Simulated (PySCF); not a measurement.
Be(Et)(SiH3) (C2H8BeSi), SMILES C[CH2][Be][SiH3].

Geometry: PBE0-D3(BJ)/def2-SVP. The structure was generated by enumeration; whether it is a known compound was not checked. One conformer was computed; it need not be the lowest.

Method: TDDFT-PBE/def2-SVPD (PySCF 2.14.0).

Vertical excitations. Isolated molecule, no solvent.

**Question.** Estimate the UV-visible absorptions. (An estimate is asked for; the answer gives what the named calculation found.)

**Answer.** 
| state | energy (eV) | λ (nm) | f | main pairs |
|---|---|---|---|---|
| S1 | 4.58 | 271 | 0.001 | HOMO→LUMO 98 % |
| S2 | 4.66 | 266 | 0.002 | HOMO→LUMO+1 98 % |
| S3 | 5.79 | 214 | 0.062 | HOMO−1→LUMO 91 % |
| S4 | 5.91 | 210 | 0.063 | HOMO−1→LUMO+1 91 % |
| S5 | 6.07 | 204 | 0.111 | HOMO→LUMO+2 96 % |
| S6 | 6.27 | 198 | 0.001 | HOMO−2→LUMO 85 %, HOMO−3→LUMO+1 14 % |
| S7 | 6.35 | 195 | 0.000 | HOMO−4→LUMO 82 %, HOMO−3→LUMO+1 18 % |
| S8 | 6.47 | 192 | 0.016 | HOMO−2→LUMO+1 58 %, HOMO−3→LUMO 26 % |
| S9 | 6.51 | 190 | 0.014 | HOMO−3→LUMO+1 60 %, HOMO−4→LUMO 15 %, HOMO−2→LUMO 12 % |
| S10 | 6.52 | 190 | 0.043 | HOMO−4→LUMO+1 54 %, HOMO−3→LUMO 38 % |
| T1 | 4.10 | 302 | 0 | HOMO→LUMO 93 % |
| T2 | 4.18 | 297 | 0 | HOMO→LUMO+1 93 % |
| T3 | 4.71 | 263 | 0 | HOMO−1→LUMO 92 % |
| T4 | 4.79 | 259 | 0 | HOMO−1→LUMO+1 92 % |
Triplets are in the Tamm–Dancoff approximation, which puts them higher than full response would, so one can lie above its singlet here.
